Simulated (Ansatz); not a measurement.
Dissociation curve of SMILES C=S (CH2S). The C1–S4 bond (C1 also carries H, H; S4 carries nothing else) is pulled apart rigidly from the PBE0/def2-TZVP optimised geometry.

- UHF/cc-pVTZ (Ansatz, a quantum-chemistry and plane-wave program)
- RKS-B3LYP = Ansatz with restricted B3LYP/cc-pVTZ
- RKS-PBE0 = restricted PBE0/cc-pVTZ (Ansatz)

Energies are in eV, each relative to the lowest point of its own curve near equilibrium.

| R / Å | UHF | RKS-B3LYP | RKS-PBE0 |
|---|---|---|---|
| 1.20 | 8.091 | 7.973 | 7.953 |
| 1.27 | 4.769 | 4.731 | 4.698 |
| 1.35 | 2.343 | 2.352 | 2.315 |
| 1.43 | 0.947 | 0.964 | 0.931 |
| 1.51 | 0.262 | 0.255 | 0.233 |
| 1.54 | 0.134 | ___ | 0.102 |
| 1.60 | 0.007 | 0.000 | 0.000 |
| 1.64 | 0.000 | 0.016 | 0.028 |
| 1.69 | ___ | 0.116 | 0.146 |
| 1.76 | 0.234 | ___ | 0.426 |
| 1.86 | 0.609 | 0.882 | 0.981 |
| 1.96 | 1.061 | 1.488 | 1.634 |
| 2.19 | 2.086 | 2.960 | 3.214 |
| 2.41 | 2.673 | 4.243 | 4.591 |
| 2.67 | 2.971 | 5.468 | 5.899 |
| 2.89 | ___ | 6.238 | 6.708 |
| 3.17 | 3.133 | 6.895 | 7.370 |
| 3.52 | ___ | 7.340 | 7.802 |
| 3.90 | 3.171 | 7.580 | 8.043 |
| 4.35 | 3.176 | 7.729 | 8.193 |
| 4.75 | 3.178 | 7.799 | 8.264 |
| 5.69 | ___ | 7.870 | 8.334 |

Q: Some entries are withheld; supply them.

A: 
- 1.54, RKS-B3LYP: 0.118
- 1.69, UHF: 0.058
- 1.76, RKS-B3LYP: 0.370
- 2.89, UHF: 3.076
- 3.52, UHF: 3.160
- 5.69, UHF: 3.180

The unrestricted determinant behind UHF is spin-contaminated at 1.54 to 5.69 Å (<S²> up to 2.0, against 0.00 for a pure singlet). The restricted form behind RKS-B3LYP, RKS-PBE0 keeps the bonding electrons paired and can't separate into open-shell fragments.
